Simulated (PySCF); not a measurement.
Isomers of C7H7ClO. Theory: PBE0-D3(BJ)/def2-SVP geometry optimisation, gas phase in PySCF 2.14.0. One conformer each; no zero-point energy, no entropy. No frequencies were run at this level. Point groups hold within 0.08 Å.

Question: Order them by energy at this level, lowest first, and give relative energies in kJ/mol.
A. `[OH:1][CH2:2][c:3]1[cH:4][cH:5][c:6]([Cl:7])[cH:8][cH:9]1` with H–O1–C2–C3 -58°, O1–C2–C3–C4 153° (4-chlorobenzyl alcohol)
B. `[CH3:1][O:2][c:3]1[cH:4][cH:5][cH:6][c:7]([Cl:8])[cH:9]1` with C1–O2–C3–C4 180°
C. `[CH3:1][O:2][c:3]1[cH:4][cH:5][c:6]([Cl:7])[cH:8][cH:9]1` with C1–O2–C3–C4 180° (4-chloroanisole)

Answer: A (0.0), B (14.8), C (17.6).

As drawn, the lowest has an O–H bond, which the highest lacks. Neighbours under 10 kJ/mol apart (COc1cccc(Cl)c1 and COc1ccc(Cl)cc1) can change places with a better method, another conformer or zero-point energy.

```tsv
SMILES	E (Eh)	E rel (kJ/mol)	dipole (D)	point group	A, B, C (MHz)
OCc1ccc(Cl)cc1	-805.44578	0.0	1.42	C1	4639, 665.9, 590.3
COc1cccc(Cl)c1	-805.44013	14.8	1.53	Cs	2283, 967.6, 682.5
COc1ccc(Cl)cc1	-805.43909	17.6	2.65	Cs	4869, 687.2, 604.6
```
